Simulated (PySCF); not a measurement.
Si(H)(Cl)(Me)(NH2) (CH₆ClNSi), SMILES N[SiH](C)Cl. Atoms are numbered in the order given.

```xyz
10

Si    -0.2549    -0.0485     0.5044
C      1.2278    -1.0365     1.0632
N     -1.5269    -1.1202     0.0564
Cl     0.4023     1.1903    -1.0700
H     -0.7877     0.8713     1.5402
H      0.9708    -1.6660     1.9299
H      1.5838    -1.6901     0.2504
H      2.0574    -0.3690     1.3423
H     -1.3243    -1.8984    -0.5658
H     -2.4495    -0.7427    -0.1422
```

Geometry optimised at B3LYP-D3(BJ)/def2-SVP. Other conformers were not sampled.

Calculation: PySCF with HF/pcSseg-1.

GIAO shieldings, no solvent; atoms listed in one row are averaged. δ = σ(ref) − σ: ²⁹Si against TMS (σ = 393.8 ppm); ¹³C against TMS (σ = 192.6 ppm); ¹⁵N against NH3 (σ = 267.3 ppm); ³⁵Cl against HCl (σ = 958.2 ppm); ¹H against TMS (σ = 31.99 ppm), references at their B3LYP-D3(BJ)/def2-TZVP geometries, non-relativistic (without spin–orbit terms, shifts of atoms bonded to Cl or Br come out too high).

| nucleus | atoms | count | δ (ppm) |
|---|---|---|---|
| ²⁹Si | Si1 | 1 | -2.4 |
| ¹³C | C2 | 1 | 3.9 |
| ¹⁵N | N3 | 1 | 28.5 |
| ³⁵Cl | Cl4 | 1 | 23.2 |
| ¹H | H5 | 1 | 4.91 |
| ¹H | H10 | 1 | 1.50 |
| ¹H | H9 | 1 | 1.31 |
| ¹H | H6, H7, H8 | 3 | 0.76 |
